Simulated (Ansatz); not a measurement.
Q: Predict a relaxed structure of Ge(NMe2)H3 (C2H9GeN), charge 0, singlet, at PBE-D4/def2-SVP (Ansatz).

A: 
Cartesian coordinates in Å:
```
Ge -0.016 -1.482 0.842
N 0.328 0.098 -0.074
C 0.104 1.347 0.626
C -0.016 0.151 -1.481
H 0.693 2.166 0.151
H 0.439 1.271 1.681
H -0.967 1.683 0.634
H 0.230 -0.808 -1.982
H -1.099 0.370 -1.681
H 0.571 0.950 -1.991
H 0.700 -1.362 2.211
H 0.573 -2.628 -0.020
H -1.539 -1.757 1.084
```
Point group Cs (tolerance 0.1 Å). This is one stationary point.
